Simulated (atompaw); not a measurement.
**What one change does to a pseudopotential (Ca (Z = 20), PAW (atompaw))**

| Quantity | Value |
| --- | --- |
| Element | calcium |
| Generator | atompaw 4.2.0.5 |
| Type | PAW |
| Functional | LDA (PW92) |
| Relativity | scalar-relativistic |
| Frozen core | [Ne] |
| Valence charge | 10 |
| Reference configuration | 3s2 3p6 3d0 4s2 4p0 |
| Partial waves | 3s (bound); 4s (bound); 3p (bound); 4p (bound, empty); 3d (bound, empty); 3d channel at 0.4 Ry; 4f channel at -0.05 Ry |
| Local potential | bessel scheme, radius 1.95 bohr |
| Core correction | smooth core density matched at 1.95 bohr |
| Augmentation charge | sinc compensation charge, radius 2.45 bohr; PAW radius 2.45 bohr; waves and projectors: bloechl |

All-electron outer shells of the reference configuration (LDA (PW92), scalar-relativistic, ld1.x):

| shell | level (eV) | outermost node (bohr) | outermost maximum (bohr) |
| --- | --- | --- | --- |
| 2s | -413.12 | 0.10 | 0.30 |
| 2p | -334.58 | – | 0.25 |
| 3s | -46.83 | 0.45 | 0.99 |
| 3p | -27.99 | 0.42 | 1.04 |
| 4s | -3.86 | 1.43 | 3.33 |
| 3d | -2.13 | – | 1.27 |
| 4p | -1.44 | 1.63 | 4.39 |

Change: all radii scaled by about 0.81 (s 1.22, p 1.14, d 1.34, f 1.42 bohr); local potential bessel scheme, radius 1.58 bohr; augmentation sinc compensation charge, radius 1.98 bohr; PAW radius 1.98 bohr; waves and projectors: bloechl; core correction smooth core density matched at 1.58 bohr.

Cutoffs: the cutoffs (Ry, on a coarse ladder) from which the occupation-weighted sum of valence levels, in a spherical-Bessel basis at the reference potential, stays within 10 and 1 mRy of its value at 400 Ry; they do not see the model core or the augmentation charge, which bear on the density cutoff.

Problem. What does the change do?

Solution. The potential gets harder (25 Ry and 30 Ry → 30 Ry and 40 Ry); neither file shows a bound ghost. A smaller radius makes the pseudo-wave follow the all-electron one further in, where it bends more sharply, so more plane waves are needed.

```tsv
quantity	base	changed
cutoff, loose	25 Ry	30 Ry
cutoff, tight	30 Ry	40 Ry
loose cutoff by channel (10 mRy a level)	s 12 Ry, p 18 Ry	s 15 Ry, p 25 Ry
bound ghosts	none	none
lowest overlap eigenvalue by channel	s 0.55, p 0.80, d 1.00, f 1.00	s 0.48, p 0.82, d 0.02, f 1.00
```

 The cutoffs see the waves, projectors and local potential, not the compensation charge or the core.
